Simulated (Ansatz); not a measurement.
Reaction (ligand exchange at the Si–S bond): `CC[SiH2]S` + H₂Te → `CC[SiH2][TeH]` + H₂S

Program: Ansatz. Geometries: PBE0-D4/def2-TZVP. ΔE: electronic, gas phase. CCSD(T)/CBS adds triple-zeta CCSD(T) − MP2 to the extrapolated MP2 energy (def2 sets, frozen cores). This one scheme is used for every species. Functionals use def2-TZVPP. B3LYP here is the variant with VWN-RPA as its local correlation; programs differ in this. Elements past krypton have def2 core potentials. For Te outer-core shells are correlated without core-valence functions, which leaves a few kJ/mol of doubt a bond. One conformer a species, not always the lowest.

`CC[SiH2]S`:

Cartesian coordinates in Å:
```
C 1.456 0.758 0.555
C 0.295 -0.233 0.606
Si -0.753 -0.202 -0.943
S -2.355 -1.625 -0.900
H 2.132 0.538 -0.275
H 1.102 1.784 0.424
H 2.046 0.730 1.474
H 0.659 -1.255 0.748
H -0.354 -0.020 1.463
H -1.286 1.172 -1.156
H 0.044 -0.598 -2.133
H -2.986 -1.049 0.138
```

H₂Te:

Z-matrix (Å, degrees):
```
Te
H 1 1.656
H 1 1.656 2 90.4
```

`CC[SiH2][TeH]`:

```xyz
12

C    -1.286   -0.450    0.853
C    -0.637   -0.367   -0.523
Si    1.229   -0.192   -0.484
Te    1.988    1.859    0.730
H    -1.076    0.446    1.442
H    -2.372   -0.553    0.776
H    -0.914   -1.308    1.419
H    -0.857   -1.267   -1.111
H    -1.042    0.475   -1.093
H     1.851   -1.302    0.287
H     1.781   -0.187   -1.865
H     1.334    2.846   -0.431
```

H₂S:

Z-matrix (Å, degrees):
```
S
H 1 1.341
H 1 1.341 2 92.3
```

Is it downhill or uphill in electronic energy at CCSD(T)/CBS, and by how much? (Best estimate.)

The calculation gave: Downhill: ΔE = -0.09 eV.

What do these levels give: r2SCAN-D4, PBE0-D4, B3LYP-D4, PBE, r2SCAN, HF/def2-TZVPP, SCS-MP2/def2-TZVPP, CCSD/def2-TZVPP, CCSD(T)/def2-TZVPP, HF/def2-QZVPP, HF/CBS(def2), MP2/CBS(def2)? (Best estimate.)

The calculation gave: r2SCAN-D4 -0.03, PBE0-D4 -0.07, B3LYP-D4 -0.05, PBE -0.04, r2SCAN -0.02, HF/def2-TZVPP 0.02, SCS-MP2/def2-TZVPP -0.05, CCSD/def2-TZVPP -0.02, CCSD(T)/def2-TZVPP -0.03, HF/def2-QZVPP 0.02, HF/CBS(def2) 0.02, MP2/CBS(def2) -0.13 eV.

Largest T1 diagnostic among the species: 0.010.

The D4 term adds −0.05 eV with B3LYP and −0.03 eV with PBE0; it sums over pairs of atoms, weighted by their polarisabilities, and B3LYP, whose exchange is more repulsive, gets the larger term. In def2-TZVPP, CCSD(T) changes the Hartree–Fock value by −0.06 eV (the triples alone add −0.01 eV) and MP2 by −0.10 eV.
